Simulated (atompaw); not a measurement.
## phosphorus: one change to a PAW (atompaw) potential, before and after

```json
{"Element": "phosphorus (P)", "Generator": "atompaw 4.2.0.5", "Type": "PAW", "Functional": "LDA (PW92)", "Relativity": "scalar-relativistic", "Frozen core": "[Ne]", "Valence charge": "5", "Reference configuration": "3s2 3p1 (charge +2)", "Partial waves": "3s (bound): rc 1.65 bohr; 3s channel at -1.75 Ry: rc 1.65 bohr; 3p (bound): rc 1.60 bohr; 3p channel at -1.35 Ry: rc 1.65 bohr", "Local potential": "ultrasoft scheme with l = 2 at 0 Ry, radius 1.65 bohr", "Core correction": "smooth core density matched at 1.25 bohr", "Augmentation charge": "sinc compensation charge, radius 1.20 bohr; PAW radius 1.65 bohr; waves and projectors: custom rrkj vanderbiltortho"}
```

Change: augmentation sinc compensation charge, radius 1.20 bohr; PAW radius 1.65 bohr; waves and projectors: custom polynom2 7 10 vanderbiltortho.

Cutoffs: the cutoffs (Ry, on a coarse ladder) from which the occupation-weighted sum of valence levels, in a spherical-Bessel basis at the reference potential, stays within 10 and 1 mRy of its value at 400 Ry; they do not see the model core or the augmentation charge, which bear on the density cutoff.

Question: What does the change do?

Answer: The potential gets harder (12 Ry and 15 Ry → 12 Ry and 18 Ry); both files keep a bound ghost (p).

| quantity | base | changed |
| --- | --- | --- |
| cutoff, loose | 12 Ry | 12 Ry |
| cutoff, tight | 15 Ry | 18 Ry |
| loose cutoff by channel (10 mRy a level) | s 6 Ry, p 10 Ry | s 10 Ry, p 8 Ry |
| bound ghosts | p | p |
| s: phases at 1.66 bohr within 0.05 rad from the reference energy up to (Ry; the scan ends near 5) | 5.0 | 4.0 |
| p: phases at 1.66 bohr within 0.05 rad from the reference energy up to (Ry; the scan ends near 5) | to the end of the scan | to the end of the scan |
| lowest overlap eigenvalue by channel | s 0.42, p 0.37 | s 0.15, p 0.30 |

 A true bound ghost makes a file unfit for plane-wave use even where its test errors are small: the radial tests pick states by their node count and pass the ghost by. The cutoffs see the waves, projectors and local potential, not the compensation charge or the core.
